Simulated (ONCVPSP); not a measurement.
## Configuration tests for Ne (ONCV)

ONCVPSP 4.0.1 input, shortened (lines: element, Z, core and valence counts, functional; n l f; lmax; l rc ep ncon nbas qcut; lloc lpopt rc5 dvloc0; l nproj debl; icmod fcfact rcfact), PBE, scalar-relativistic:

```
  Ne 10.00    1    2        4      upf
    1    0    2.00
    2    0    2.00
    2    1    6.00
    2
    0    0.70    0.00    5    9   10.20
    1    0.85    0.00    4    9   15.70
    2    0.75    0.40    3    8   12.50
    4    5    0.45    3.00
    0    2    2.70
    1    2    3.80
    2    2    1.00
    3    2.75    1.80
```

Energies are relative to the spin-unpolarised reference configuration 2s2 2p6; without spin polarisation the order of configurations can differ from experiment.

```tsv
valence configuration	charge	ΔE all-electron (eV)	error AE − PS (meV)
2s2 2p5	+1	22.475	+0.1
2s2 2p3	+3	133.173	+81
2s2 2p5.5	+0.5	8.868	-0.7
```

Problem. What are ΔE and the potential's error for 2s2 2p4?

Solution. ΔE = 65.743 eV all-electron; the error (AE − PS) is +16 meV.
